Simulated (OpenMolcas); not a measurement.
**Co2+, Rh2+, Ir2+: d7 down the group**

| Property | Result |
| --- | --- |
| Program | OpenMolcas |
| Method | SS-RASPT2, IPEA 0.25 Eh, imaginary shift 0.1 Eh |
| Basis | ANO-RCC-VTZP |
| Scalar Hamiltonian | DKH2, point nucleus |
| Spin-orbit coupling | RASSI with atomic mean-field integrals over the reference wave functions, term energies averaged over their components |

Active space for each ion: 7 electrons in 9 orbitals (RAS2 d s; RAS3 p, at most 2 electrons); closed shells correlated by CASPT2: Co2+ 3s 3p; Rh2+ 4s 4p; Ir2+ 5s 5p.

Computed levels in cm-1 above 4F 9/2:

```tsv
Level	Co2+	Rh2+	Ir2+
4F 7/2	940	2230	8030
4P 5/2	15150	11050	12160
4P 1/2	15850	12530	16040
2G 9/2	16630	13190	16460
2G 7/2	17530	15320	21140
2P 1/2	20180	18190	27870
2H 11/2	22630	18050	22200
2H 9/2	23430	20240	30310
2F 5/2	36210	27150	27780
weight of 4F in the lowest level (%)	100	98	85
```

Mixed levels, with the weight of the term that names them: Ir2+ 4P 5/2 (61 %), Ir2+ 4P 1/2 (75 %), Ir2+ 2G 9/2 (57 %), Ir2+ 2G 7/2 (72 %), Ir2+ 2P 1/2 (65 %), Ir2+ 2H 9/2 (75 %).

Measured, with the error of the calculation in %. Measured levels: Co2+ from Sugar and Corliss, J. Phys. Chem. Ref. Data 10, 1097 (1981); Rh2+ from the list in Shadmi, J. Res. Natl. Bur. Stand. 70A, 435 (1966).

| Level | Co2+ | Rh2+ |
| --- | --- | --- |
| 4F 7/2 | 841 (+11.7) | 2148 (+3.7) |
| 4P 5/2 | 15202 (-0.3) | 11062 (-0.1) |
| 4P 1/2 | 15811 (+0.2) |  |
| 2G 9/2 | 16978 (-2.0) |  |
| 2G 7/2 | 17766 (-1.3) |  |
| 2H 11/2 | 22720 (-0.4) |  |
| 2H 9/2 | 23434 (0) |  |
| 2F 5/2 | 37021 (-2.2) |  |

The fine-structure level 4F 7/2 changes by a factor of 8.54 from Co2+ to Ir2+.

Without spin-orbit coupling 4P lies 14520, 9620, 6560 cm-1 above 4F in that order; the difference to the level 4P 5/2, of either sign, comes from spin-orbit coupling, which also lowers the zero.

CASPT2 does not keep the components of a term degenerate, so their means are used; among the terms shown or strongly mixed into the levels shown the widest spread is 670 cm-1 (3d7 4F, Co2+). Some high roots are left out of the spin-orbit mixing, which shifts the levels that they would mix with. Terms from blocks run as CI alone lack orbitals of their own. Configurations are named by rounded mean occupations; where the s occupation lies near a half they are strongly mixed, a name can repeat and a true partner stay unpaired (holds for Ir2+). Measured partners are found by configuration, term and J. A level has none where our copy of the source lacks it or the pairing is in doubt (some pairs that miss far off the trend of their configuration count as doubtful), and it then counts in no deviation. Levels of configurations outside the active space are missing.
